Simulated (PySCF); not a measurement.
Species: C7H10NPSi.
Atom-mapped SMILES: `[SiH3:1][N:2]=[P@:3]12[CH:4]=[CH:5][C@H:6]([CH:7]=[CH:8]1)[CH:9]=[CH:10]2` (hydrogens: H11, H12, H13 on Si1; H14 on C4; H15 on C5; H16 on C6; H17 on C7; H18 on C8; H19 on C9; H20 on C10)

The same species was optimised twice, with GFN2-xTB and with PBE0-D3(BJ)/def2-SVP (PySCF), and the same property calculations (PySCF, gas phase) were run on both structures.

```csv
coordinate,GFN2-xTB,PBE0-D3(BJ)/def2-SVP,change
Si1–N2 (Å),1.723,1.698,-0.025
C6–C9 (Å),1.512,1.531,+0.019
C5–C6 (Å),1.512,1.531,+0.019
C6–C7 (Å),1.515,1.532,+0.017
P3–C8 (Å),1.810,1.822,+0.012
P3–C10 (Å),1.827,1.836,+0.009
C7=C8 (Å),1.323,1.332,+0.009
C4=C5 (Å),1.324,1.333,+0.009
C9=C10 (Å),1.324,1.333,+0.009
P3–C4 (Å),1.827,1.836,+0.009
N2=P3 (Å),1.555,1.547,-0.008
Si1–N2–P3 (°),129.6,139.3,+9.7
N2–P3–C8 (°),113.2,116.2,+3.0
N2–P3–C10 (°),123.9,121.6,-2.3
N2–P3–C4 (°),123.9,121.9,-2.0
C4–P3–C10 (°),95.8,96.9,+1.1
C4–P3–C8 (°),97.0,97.5,+0.5
C6–C7–C8 (°),118.3,117.8,-0.5
C8–P3–C10 (°),97.1,97.5,+0.4
```

Rotational constants: A = 2405, B = 692.5, C = 682.8 MHz (GFN2-xTB) against A = 2382, B = 670.7, C = 664.5 MHz (PBE0-D3(BJ)/def2-SVP).

On the GFN2-xTB structure: HOMO (eV) -6.72 [PBE0/pcSseg-1]; LUMO (eV) -1.26 [PBE0/pcSseg-1]; dipole (D) 5.09 [PBE0/pcSseg-1]; GIAO shielding of Si1 (ppm) 414.8 [PBE0/pcSseg-1]; GIAO shielding of N2 (ppm) 260.4 [PBE0/pcSseg-1]; GIAO shielding of P3 (ppm) 349.7 [PBE0/pcSseg-1]; GIAO shielding of C4/C8/C10 (mean) (ppm) 41.3 [PBE0/pcSseg-1]; GIAO shielding of C5/C7/C9 (mean) (ppm) 27.9 [PBE0/pcSseg-1]; GIAO shielding of C6 (ppm) 135.2 [PBE0/pcSseg-1].

What do these properties become on the PBE0-D3(BJ)/def2-SVP structure?

```
                                    property          level  on GFN2-xTB  on PBE0-D3(BJ)/def2-SVP  change
                                   HOMO (eV)  PBE0/pcSseg-1        -6.72                    -6.76   -0.04
                                   LUMO (eV)  PBE0/pcSseg-1        -1.26                    -1.32   -0.06
                                  dipole (D)  PBE0/pcSseg-1         5.09                     5.53   +0.44
energy, GFN2-xTB geometry as zero (kcal/mol)  PBE0/pcSseg-1          0.0                     -2.7    -2.7
                 GIAO shielding of Si1 (ppm)  PBE0/pcSseg-1        414.8                    422.1    +7.3
                  GIAO shielding of N2 (ppm)  PBE0/pcSseg-1        260.4                    261.6    +1.2
                  GIAO shielding of P3 (ppm)  PBE0/pcSseg-1        349.7                    352.6    +2.9
    GIAO shielding of C4/C8/C10 (mean) (ppm)  PBE0/pcSseg-1         41.3                     38.0    -3.3
     GIAO shielding of C5/C7/C9 (mean) (ppm)  PBE0/pcSseg-1         27.9                     24.7    -3.2
                  GIAO shielding of C6 (ppm)  PBE0/pcSseg-1        135.2                    133.7    -1.5
```

The heavy atoms differ by 0.052 Å rms after alignment. Among bonds between heavy atoms Si1–N2 changes most (-0.025 Å). Changes are differences of the printed values. Neither structure is proved a minimum here.
